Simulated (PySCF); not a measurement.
**Basis-set dependence of population analyses: `CSB(C)P`**

C2H8BPS.
Atom-mapped SMILES: `[CH3:1][S:2][B:3]([CH3:4])[PH2:5]` (hydrogens: H6, H7, H8 on C1; H9, H10, H11 on C4; H12, H13 on P5)

PBE0 throughout (PySCF), one geometry, spherical d and f functions. Isolated species at its PBE0-D3(BJ)/def2-SVP geometry (one conformer only). Atoms taken as equivalent share a column and are averaged. The first 7 of 8 kinds of atom are listed.

Mulliken charges (e):

```
        basis  functions      C1      S2      B3      C4      P5  H6/H7/H8  H9/H10/H11
       STO-3G         41  -0.317  +0.131  -0.023  -0.329  +0.197    +0.091      +0.074
        6-31G         69  -0.765  +0.199  -0.021  -0.678  +0.011    +0.220      +0.187
     pcSseg-0         69  -0.920  -0.018  +0.312  -0.978  -0.218    +0.289      +0.251
       6-31G*         94  -0.708  +0.071  +0.110  -0.691  -0.127    +0.223      +0.194
      cc-pVDZ        118  -0.212  -0.038  -0.046  -0.143  -0.075    +0.092      +0.061
     def2-SVP        118  -0.193  -0.074  -0.063  -0.147  -0.033    +0.096      +0.068
  aug-cc-pVDZ        195  +0.235  +0.016  +0.626  +0.569  -0.931    -0.177      -0.277
6-311+G(2d,p)        199  -0.627  +0.099  +0.122  -0.720  -0.052    +0.186      +0.166
    def2-TZVP        215  -0.388  -0.069  +0.091  -0.428  -0.240    +0.155      +0.141
      cc-pVTZ        270  -0.315  -0.026  +0.044  -0.351  -0.123    +0.126      +0.110
     IGLO-III        273  -0.523  +0.094  +0.117  -0.502  +0.107    +0.159      +0.122
     pcSseg-2        306  -0.152  -0.043  +0.055  -0.184  +0.018    +0.074      +0.045
```

IAO charges (e):

```tsv
basis	functions	C1	S2	B3	C4	P5	H6/H7/H8	H9/H10/H11
STO-3G	41	-0.485	+0.227	-0.141	-0.514	+0.181	+0.137	+0.136
6-31G	69	-0.522	+0.124	-0.084	-0.566	+0.008	+0.170	+0.164
pcSseg-0	69	-0.517	+0.123	-0.097	-0.558	-0.005	+0.170	+0.163
6-31G*	94	-0.506	+0.141	-0.087	-0.549	+0.061	+0.161	+0.157
cc-pVDZ	118	-0.502	+0.142	-0.088	-0.550	+0.053	+0.160	+0.156
def2-SVP	118	-0.494	+0.149	-0.097	-0.540	+0.064	+0.156	+0.153
aug-cc-pVDZ	195	-0.509	+0.137	-0.083	-0.563	+0.045	+0.163	+0.160
6-311+G(2d,p)	199	-0.518	+0.148	-0.094	-0.566	+0.065	+0.164	+0.161
def2-TZVP	215	-0.520	+0.152	-0.095	-0.565	+0.067	+0.164	+0.161
cc-pVTZ	270	-0.518	+0.146	-0.089	-0.567	+0.057	+0.164	+0.161
IGLO-III	273	-0.521	+0.154	-0.097	-0.567	+0.069	+0.164	+0.161
pcSseg-2	306	-0.520	+0.150	-0.094	-0.566	+0.065	+0.164	+0.161
```

Some averages cover members that differ in this geometry, most widely: H9/H10/H11, Mulliken in aug-cc-pVDZ -0.408 to -0.196; H6/H7/H8, Mulliken in aug-cc-pVDZ -0.209 to -0.148 e.

**Question.** Which scheme is steadiest as the basis changes?

**Answer.** Largest range over the bases for any column: IAO 0.19 e, Mulliken 1.55 e. IAO charges move least and Mulliken charges most, counted in e. Without the minimal STO-3G basis the ranges are IAO 0.07, Mulliken 1.55 e.

**Question.** How much do the charges still move between the two largest bases, IGLO-III and pcSseg-2?

**Answer.** At most, over all atoms: Mulliken 0.371 e, IAO 0.004 e.

**Question.** What do the same runs give for the total energy, the frontier levels and the dipole moment?

**Answer.** 
| basis | energy (Eh) | HOMO (eV) | LUMO (eV) | μ (D) |
| --- | --- | --- | --- | --- |
| STO-3G | -835.5771 | -3.96 | 2.95 | 1.05 |
| 6-31G | -844.9306 | -6.97 | -0.57 | 1.29 |
| pcSseg-0 | -843.9404 | -7.19 | -0.87 | 1.47 |
| 6-31G* | -845.0080 | -6.97 | -0.61 | 1.04 |
| cc-pVDZ | -845.0590 | -6.97 | -0.64 | 0.93 |
| def2-SVP | -844.7472 | -6.99 | -0.65 | 0.99 |
| aug-cc-pVDZ | -845.0686 | -7.08 | -0.83 | 0.95 |
| 6-311+G(2d,p) | -845.1032 | -7.08 | -0.86 | 0.97 |
| def2-TZVP | -845.1130 | -7.06 | -0.82 | 0.94 |
| cc-pVTZ | -845.1202 | -7.06 | -0.79 | 0.93 |
| IGLO-III | -845.1154 | -7.04 | -0.79 | 0.96 |
| pcSseg-2 | -845.1289 | -7.09 | -0.85 | 0.97 |

The dipole is fixed by the density alone, so its range of 0.54 D shows that the density itself changes with the basis, not only its division among atoms.
